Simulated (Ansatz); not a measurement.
C3H5Cl2Ga (`C=C[CH2][Ga]([Cl])[Cl]`). Total charge 0; spin multiplicity 1.

```xyz
11

C    -1.208   -1.035    0.474
C    -1.121   -0.104   -0.466
C     0.108    0.650   -0.861
Ga    1.551    0.463    0.451
Cl    1.959    1.964    1.919
Cl    2.868   -1.219    0.555
H    -2.142   -1.541    0.685
H    -0.351   -1.354    1.065
H    -2.022    0.146   -1.025
H    -0.110    1.718   -0.957
H     0.468    0.313   -1.839
```

Q: List the harmonic frequencies (cm⁻¹, unscaled) at PBE0-D4/def2-TZVP in Ansatz. (Estimate.)

A: Ansatz gave: 16, 26, 84, 129, 131, 175, 382, 434, 466, 522, 637, 786, 939, 947, 1017, 1042, 1151, 1229, 1326, 1431, 1457, 1721, 3054, 3100, 3123, 3139, 3232.

Q: Is this a minimum?

A: Yes, all 27 modes are real.

Q: Give the ideal-gas thermochemistry at 298.15 K and 1 bar (rigid rotor, harmonic oscillator; point group C1, symmetry number 1).

A: Zero-point energy 189.6 kJ/mol; H(298) − E = 215.3 kJ/mol; entropy 421.4 J/(mol·K), of which translation 173.7, rotation 123.2, vibration 124.5; G(298) − E = 89.6 kJ/mol. Modes under 100 cm⁻¹ are hindered rotations or soft bends, so the harmonic entropy is rough.
